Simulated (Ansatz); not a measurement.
A nudged elastic band was laid between two geometries of F4HOTi (7 atoms, charge 0, multiplicity 2).

Computed with UKS B3LYP-D4/def2-SVP (Ansatz).

* movable images: 7
* climbing image: yes
* spring: 5.0 eV/Å²
* optimiser: quadratic models (default)
* start path: through a guess of the saddle point
* force threshold: 0.05 eV/Å
* iteration limit: 36
* end points: relaxed

Initial state:

```xyz
7
Properties=species:S:1:pos:R:3
Ti -0.074 -0.290 0.494
F -0.678 -1.646 1.430
F 1.653 -0.136 0.342
F -0.943 1.214 0.741
F -0.554 -0.726 -1.117
O 0.443 0.193 2.757
H -0.360 0.591 3.162
```

Final state:

```xyz
7
Properties=species:S:1:pos:R:3
Ti -0.131 -0.212 0.480
F -0.813 -1.454 1.522
F 1.611 -0.130 0.480
F -0.999 1.301 0.474
F -0.472 -0.841 -1.102
O 0.327 0.619 2.684
H -0.035 -0.083 3.272
```

**Question.** Which bonds break or form, and what moves?

**Answer.** No bond is made or broken.

**Question.** Give the energies along the band, and the barrier.

**Answer.** The run converged. The highest image is number 1 of 0 to 8, 0.1 kcal/mol above the ends, which have the same energy within 2 meV. The top lies less than 8 meV above the higher end, about what the thresholds resolve: that end is a shoulder or a very shallow well. A vibrational analysis at the climbing image gives one clearly imaginary mode, 94i cm⁻¹: a first-order saddle point.

```tsv
image	path coordinate (Å)	energy (kcal/mol)
0	0.00	0.0
1	0.26	0.1
2	0.38	0.0
3	0.51	0.0
4	0.63	0.0
5	0.75	0.0
6	0.88	0.0
7	1.00	0.0
8	1.12	0.0
```

**Question.** What is the geometry of the highest image?

**Answer.** 
```xyz
7
Properties=species:S:1:pos:R:3:forces:R:3
Ti -0.069 -0.279 0.491 0.00 -0.01 -0.01
F -0.704 -1.598 1.461 0.00 0.00 0.00
F 1.663 -0.207 0.339 0.00 0.01 0.00
F -0.893 1.257 0.695 0.00 0.00 0.00
F -0.568 -0.740 -1.107 0.00 0.00 0.01
O 0.454 0.339 2.722 -0.01 0.00 0.01
H -0.396 0.426 3.209 0.01 0.00 -0.01
```

Run time: 14 min on 4 threads of Arm Neoverse V2, with other jobs on the host, peak memory 0.41 GiB.
